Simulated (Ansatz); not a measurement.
Other settings, tried on (HZn-mu-OH)2 (Zn2O2H4).

```yaml
crystal:
  periodic: [false, false, false]
  atoms:
    - {symbol: Zn, position_ang: [-0.625706, 1.266098, 0.446439]}
    - {symbol: H, position_ang: [-1.270545, 2.572521, 0.907977]}
    - {symbol: O, position_ang: [0.633160, 0.617613, -0.863990]}
    - {symbol: Zn, position_ang: [0.625701, -1.266098, -0.446543]}
    - {symbol: H, position_ang: [1.272099, -2.572321, -0.906453]}
    - {symbol: O, position_ang: [-0.634348, -0.617804, 0.862911]}
    - {symbol: H, position_ang: [1.126259, 1.097894, -1.534874]}
    - {symbol: H, position_ang: [-1.126610, -1.097914, 1.534533]}
basis:
  gaussian: {orbitals: cc-pVDZ, fitting: {mean_field: def2-universal-jkfit}}
hamiltonian: {xc: {name: wB97X}}
scf: {omitted_lower_state_checks: [starts]}
output: {forces: true}
```

```sh
$ ansatz run in.yaml --threads 4 --pin off --events-out ev --progress --plain --max-ram 3916MiB
```

It prints (some lines left out):

```
Functional definition: wB97X
754 factors; integrals over basis functions are off by at most 3.2e-1 eV
754 factors; integrals over basis functions are off by at most 8.5e-7 eV
mean field evaluation 1: about -100996.6326 eV, gradient 7.1e1 eV
mean field evaluation 2: about -100992.1376 eV, gradient 9.6e1 eV
mean field evaluation 4: about -101004.7955 eV, gradient 5.2e0 eV
mean field evaluation 8: about -101004.8233 eV, gradient 2.4e-2 eV
mean field evaluation 16: about -101004.8233 eV, gradient 3.5e-5 eV
mean field -101004.82330950 eV, -3711.8587930958 hartree, gradient 3.5e-5 eV, S^2 0.000000; 0 other end points of the search recorded, 0 dependent functions left out
reference -101004.82326039 eV, -3711.8587912912 hartree; 40, 40 occupied and 94, 94 virtual orbitals, 754 factors
Total energy: -101004.82326039 eV, -3711.8587912912 hartree
Atom 0 at    -0.625706     1.266098     0.446439 Å, force    -0.114844     0.232176     0.082134 eV/Å
Atom 1 at    -1.270545     2.572521     0.907977 Å, force    -0.041151     0.083275     0.029233 eV/Å
Atom 2 at     0.633160     0.617613    -0.863990 Å, force     0.198516     0.192991    -0.270212 eV/Å
Atom 3 at     0.625701    -1.266098    -0.446543 Å, force     0.114517    -0.231789    -0.081580 eV/Å
Atom 4 at     1.272099    -2.572321    -0.906453 Å, force     0.041118    -0.083229    -0.029458 eV/Å
Atom 5 at    -0.634348    -0.617804     0.862911 Å, force    -0.198051    -0.193406     0.270066 eV/Å
Atom 6 at     1.126259     1.097894    -1.534874 Å, force    -0.076947    -0.074937     0.104671 eV/Å
Atom 7 at    -1.126610    -1.097914     1.534533 Å, force     0.076842     0.074918    -0.104854 eV/Å
Dipole moment:     0.000118     0.000017    -0.000024 e Å
Checks for a lower state left out: starts
```

Hardware: 4 threads of Intel Xeon Platinum 8259CL on a shared host. Wall time 7 s.
